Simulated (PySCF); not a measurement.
In(OH)(SH)2 (H3InOS2), SMILES [OH][In]([SH])[SH].

Geometry: B3LYP-D3(BJ)/def2-SVP. The structure was generated by enumeration; whether it is a known compound was not checked. The def2 effective core potentials stand for the cores of In; spin–orbit coupling is left out. The values are those of a single conformer.

Two levels are set side by side: PBE/def2-TZVP (PySCF) and B3LYP/def2-TZVP (PySCF). Same geometry, gas phase. Differences are taken from unrounded values.

| quantity | PBE |
|---|---|
| orbital gap (eV) | 3.51 |
| highest occupied level (eV) | -6.39 |
| lowest empty level (eV) | -2.88 |
| dipole moment (D) | 1.78 |
| mean polarisability (bohr³) | 84.3 |

Task: These are the PBE values. What does B3LYP give? (Estimate from the structure and the level; the computed values follow.)

Result: 
```csv
quantity,B3LYP,PBE minus B3LYP
orbital gap (eV),5.03,-1.52
highest occupied level (eV),-7.37,0.97
lowest empty level (eV),-2.34,-0.54
dipole moment (D),1.87,-0.09
mean polarisability (bohr³),81.9,2.4
```

PBE's occupied levels lie high since its potential decays too fast outside the molecule; exact exchange lowers them and widens the gap. Differences between two approximate levels are no errors against the true value.

Rough cost on one machine, each run with all the roots and properties that it gave: B3LYP against PBE within a factor of 2.
